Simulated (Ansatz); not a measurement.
Computed with Ansatz on PBE0-D4/def2-TZVP structures; ΔE is electronic, products minus reactants. CCSD(T)/CBS adds triple-zeta CCSD(T) − MP2 to the extrapolated MP2 energy (def2 sets, frozen cores). Functionals use def2-TZVPP. For Ge outer-core shells are correlated without core-valence functions, which leaves a few kJ/mol of doubt a bond. Scalar relativity is left out up to krypton. One conformer a species, not always the lowest.

Reaction (isomerisation): `B[SiH2][CH2][GeH3]` → `B[CH2][GeH2][SiH3]`

```
             level  ΔE (eV)
           PBE0-D4    -0.72
           ωB97M-V    -0.68
    MP2/def2-TZVPP    -0.70
SCS-MP2/def2-TZVPP    -0.63
   CCSD/def2-TZVPP    -0.61
     HF/def2-QZVPP    -0.44
SCS-MP2/def2-QZVPP    -0.63
      HF/CBS(def2)    -0.44
```

**Question.** What does CCSD(T)/CBS give? (An estimate is asked.)

**Answer.** Computed: -0.65 eV. The listed levels differ from it by -0.07, -0.03, -0.05, 0.02, 0.04, 0.21, 0.02, 0.21 eV.

Largest T1 diagnostic among the species: 0.012.

The D4 term adds −0.03 eV with B3LYP and −0.02 eV with PBE0; it sums over pairs of atoms, weighted by their polarisabilities, and B3LYP, whose exchange is more repulsive, gets the larger term. In def2-TZVPP, CCSD(T) changes the Hartree–Fock value by −0.20 eV (the triples alone add −0.04 eV) and MP2 by −0.25 eV. From PBE to PBE0 (25 % exact exchange), in def2-TZVPP and without D4, ΔE moves by +0.04 eV.

B3LYP here is the variant with VWN-RPA as its local correlation; programs differ in this.
